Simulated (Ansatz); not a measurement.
C2H6N, charge -1, singlet, geometry from GFN2-xTB (a gas-phase anion, which may not be bound at this level); CAM-B3LYP/STO-3G run with Ansatz (a first-principles code).

Here is a job for Ansatz.
Ansatz 0.2 input:
```yaml
crystal:
  periodic: [false, false, false]
  atoms:
    - {symbol: C, position_ang: [0.06838840, -0.34344719, 1.28001260]}
    - {symbol: N, position_ang: [-0.02031578, 0.57728452, 0.03028326]}
    - {symbol: C, position_ang: [-0.01464409, -0.23244926, -1.15661628]}
    - {symbol: H, position_ang: [0.07446949, 0.42980237, 2.12358233]}
    - {symbol: H, position_ang: [-1.00128293, -0.74920637, 1.34561699]}
    - {symbol: H, position_ang: [0.85112316, 1.11606852, 0.04720825]}
    - {symbol: H, position_ang: [0.82050456, -0.96673735, -1.22449252]}
    - {symbol: H, position_ang: [0.01871469, 0.39617056, -2.06419785]}
    - {symbol: H, position_ang: [-0.94378425, -0.81171072, -1.18007793]}
basis:
  gaussian:
    orbitals: STO-3G
hamiltonian:
  xc: cam_b3lyp
total_charge: -1
```

The log (banner, timings and long lists left out):

```
Functional definition: CAM-B3LYP
293 factors; integrals over basis functions are off by at most 3.3e-5 eV
120 factors; integrals over basis functions are off by at most 2.2e-6 eV
mean field evaluation 1: about -3605.0745 eV, gradient 2.0e1 eV
mean field evaluation 2: about -3606.1222 eV, gradient 1.2e1 eV
mean field evaluation 4: about -3606.5127 eV, gradient 1.1e-1 eV
mean field evaluation 8: about -3606.4851 eV, gradient 1.0e-3 eV
mean field -3606.48506889 eV, -132.5358817185 hartree, gradient 6.4e-6 eV, S^2 0.000000; 0 other end points of the search recorded, 0 dependent functions left out
reference -3606.48514375 eV, -132.5358844692 hartree; 13, 13 occupied and 8, 8 virtual orbitals, 293 factors
Total energy: -3606.48514375 eV, -132.5358844692 hartree
```
